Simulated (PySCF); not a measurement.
Computed IR spectrum (relative IR intensity) of a molecule C₂H₆BFO₂. Geometry optimised at r2SCAN-D4/def2-SVP. One conformer was computed; it need not be the lowest. Calculation: PySCF with r2SCAN-D4/def2-SVP. Harmonic, unscaled wavenumbers; measured fundamentals usually lie a few per cent lower.

ν (cm⁻¹): 155 (w), 175 (vw), 255 (w), 470 (w), 559 (vw), 644 (m), 885 (w), 977 (s), 1055 (m), 1097 (m), 1277 (s), 1396 (vs), 1430 (s), 1445 (vw), 1470 (vw), 1472 (w), 1536 (vs), 3023 (m), 3034 (w), 3090 (w), 3115 (w), 3148 (w), 3792 (s) (against the strongest line: vs over 80 %, s over 45 %, m over 15 %, w over 4 %, vw less)

Problem. Pick the molecule that these values belong to.
(A) OCB(F)CO
(B) C[C@@H](F)B(O)O
(C) COB(O)CF
(D) COCB(O)F

Solution. C, COB(O)CF
